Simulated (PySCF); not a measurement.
Compound: C4H5BS.
Numbering: `[BH2:1][c:2]1[cH:3][cH:4][s:5][cH:6]1`

Geometry (PBE0-D3(BJ)/def2-SVP, Å), atoms numbered from 1 in this order:
```xyz
11
C4H5BS angstrom
B      1.9195   -0.2030    0.0458
C      0.4123    0.0565   -0.0186
C     -0.6404   -0.8851    0.2549
C     -1.8918   -0.3623    0.1063
S     -1.8262    1.2946   -0.3740
C     -0.1233    1.2874   -0.3732
H      2.3460   -1.2936    0.3505
H      2.6958    0.6890   -0.2109
H     -0.4547   -1.9184    0.5530
H     -2.8555   -0.8502    0.2483
H      0.4292    2.1905   -0.6341
```

NICS is the negative of the GIAO shielding at a point without a nucleus: at the ring centre (0) and 1 Å above and below it (1); zz is the component along the ring normal. Level: GIAO PBE0/pcSseg-1 (PySCF, non-relativistic, gas phase) on the PBE0-D3(BJ)/def2-SVP geometry, one conformer.

Ring bond lengths (Å), with Mayer bond orders in brackets: C2–C3 1.439 (1.22), C3–C4 1.364 (1.62), C4–S5 1.726 (1.14), S5–C6 1.703 (1.24), C6–C2 1.388 (1.46).

What do the NICS probes read (ppm)?

```tsv
ring	type	NICS(0)	NICS(1), two faces	NICS(1)zz, two faces	rms pucker (Å)	centre to ring atoms, mean (Å)
C2–C3–C4–S5–C6	5-membered ring with S; formal bonds all aromatic	-11.3	-11.4 / -11.4	-27.3 / -27.3	0.00	1.29
```

What do they say, and how far can they be read as aromaticity?

- C2–C3–C4–S5–C6: mean NICS(1)zz -27.3 ppm, shielded. The ring is flat and has no four-coordinate atom; by the NICS criterion it is aromatic.

What does the geometric index give? HOMA = 1 − mean of α(R − Ropt)² over the ring bonds, with Krygowski's 1993 parameters (CC: Ropt 1.388 Å, α 257.7 Å⁻²; CS: Ropt 1.677 Å, α 94.09 Å⁻²).

- C2–C3–C4–S5–C6: HOMA 0.78; the largest term is that of C2–C3, α(R − Ropt)² = 0.66. The geometric and the magnetic index point the same way.

What is the mean of the two in-plane components of NICS at the first NICS(1) probe listed for ring C2–C3–C4–S5–C6, 1 Å off the ring?

The isotropic value is a third of the trace: (3 × -11.4 − (-27.3))/2 = -3.5 ppm.

Give the inner angles of the rings and the Hirshfeld charges of the ring atoms.

- C2–C3–C4–S5–C6: C2 110.3° (-0.102 e), C3 113.6° (-0.059 e), C4 111.3° (-0.084 e), S5 91.9° (+0.126 e), C6 112.9° (-0.052 e); sum 540.0° against 540° for a flat convex ring.

What are the shieldings of the ring atoms and their hydrogens in the same run (means over atoms taken as equivalent)?

```json
{"atoms": "C2", "environment": "substituted aromatic carbon", "σ isotropic (ppm)": "31.5", "principal values of the symmetric part, first atom (ppm)": "-63.1, -2.5, 160.1"}
{"atoms": "C3", "environment": "aromatic CH carbon", "σ isotropic (ppm)": "41.6", "principal values of the symmetric part, first atom (ppm)": "-47.0, 31.7, 140.1"}
{"atoms": "C4", "environment": "aromatic CH next to a ring sulfur", "σ isotropic (ppm)": "51.3", "principal values of the symmetric part, first atom (ppm)": "-37.7, 54.9, 136.5"}
{"atoms": "S5", "environment": "thiophene-type sulfur", "σ isotropic (ppm)": "237.1", "principal values of the symmetric part, first atom (ppm)": "90.7, 236.9, 383.8"}
{"atoms": "C6", "environment": "aromatic CH next to a ring sulfur", "σ isotropic (ppm)": "24.9", "principal values of the symmetric part, first atom (ppm)": "-71.6, 13.4, 132.9"}
{"atoms": "H9", "environment": "aromatic hydrogen", "σ isotropic (ppm)": "23.54", "principal values of the symmetric part, first atom (ppm)": "20.7, 23.1, 26.9"}
{"atoms": "H10", "environment": "aromatic hydrogen", "σ isotropic (ppm)": "24.06", "principal values of the symmetric part, first atom (ppm)": "21.0, 24.5, 26.6"}
{"atoms": "H11", "environment": "aromatic hydrogen", "σ isotropic (ppm)": "23.10", "principal values of the symmetric part, first atom (ppm)": "20.8, 22.3, 26.3"}
```

How do the values depend on the level or the medium?

```csv
level,"NICS(0), C2–C3–C4–S5–C6","mean NICS(1)zz, C2–C3–C4–S5–C6"
"PBE0/pcSseg-1, gas",-11.3,-27.3
"wB97X-D/pcSseg-2, gas",-10.9,-27.7
```

The geometry is the same throughout.
